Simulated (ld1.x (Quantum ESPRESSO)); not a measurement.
# antimony: one change to an RRKJ potential, before and after

Sb, norm-conserving RRKJ (Kleinman–Bylander form), made with ld1.x (Quantum ESPRESSO) 7.5 (PBEsol, scalar-relativistic). Core [Kr] 4d10, reference 5s2 5p2.75 (charge +0.25). Waves: 5s (bound): rc 1.90 bohr; 5p (bound): rc 2.50 bohr. Local part: all-electron potential smoothed inside 1.75 bohr (lloc = -1). Core correction: a·sin(br)/r model core inside 1.90 bohr. rho0 = 0.01.

Change: local potential all-electron potential smoothed inside 2.80 bohr (lloc = -1).

Cutoffs: the cutoffs (Ry, on a coarse ladder) from which the occupation-weighted sum of valence levels, in a spherical-Bessel basis at the reference potential, stays within 10 and 1 mRy of its value at 400 Ry; they do not see the model core or the augmentation charge, which bear on the density cutoff. Errors are all-electron minus pseudo energies relative to the spin-unpolarised reference configuration.

Predict the effect on cutoff, ghosts and configuration errors.

The potential gets neither clearly harder nor softer (35 Ry and 45 Ry → 35 Ry and 45 Ry); the bound ghost in d, s disappears; the number of tests that count goes from 6 to 7; the errors of the 6 common tests hardly move. In the separable form a ghost depends on how the local part lies against the semilocal potential of the channel, so the choice of the local part can create or remove one.

```tsv
quantity	base	changed
cutoff, loose	35 Ry	35 Ry
cutoff, tight	45 Ry	45 Ry
loose cutoff by channel (10 mRy a level)	s 30 Ry, p 12 Ry	s 30 Ry, p 15 Ry
bound ghosts	s, d	none
tests counted (converged, no solver errors)	6 of 7	7 of 7
error for 5s2 5p3, meV [ΔE -1.42 eV]	+0.3	+0.2
error for 5s2 5p2, meV [ΔE 6.92 eV]	-4.8	-4.8
error for 5s2 5p1, meV [ΔE 22.94 eV]	-42	-39
error for 5s1 5p3, meV [ΔE 15.69 eV]	-27	-28
error for 5s2 5p2.5, meV [ΔE 1.85 eV]	-0.6	-0.6
error for 5s1 5p4, meV [ΔE 6.72 eV]	-13	-13
```

Base: Tests not counted: 5s1 5p0 (solver errors, printed error -6.0 eV). A true bound ghost makes a file unfit for plane-wave use even where its test errors are small: the radial tests pick states by their node count and pass the ghost by. Where a test does run into it, the solver fails or the error is huge.
